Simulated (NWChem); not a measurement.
Dipole moment of ClCu

SMILES: [Cl][Cu]
```xyz
2

Cu     0.0000     0.0000    -0.7698
Cl     0.0000     0.0000     1.3133
```
Charge 0, spin multiplicity 1.

All runs are NWChem calculations. Structure: optimised with PBE0/def2-SVP, a minimum by its harmonic frequencies.

Basis set: 6-31G*. The CCSD dipole comes from the Λ equations, without orbital relaxation.

The correlated methods keep 14 core orbitals frozen. B3LYP has NWChem's definition, with VWN1-RPA local correlation. The Pople sets run with spherical d functions. The structure started from a generated list of species. No row is a measurement; the coupled-cluster row has its own basis-set and correlation limits.

One of these methods gave a dipole moment of 4.51 D. Which?
(A) HF
(B) PBE0
(C) B3LYP
(D) PBE

D, PBE. The others give 7.03 (HF), 5.42 (PBE0), 4.98 (B3LYP).
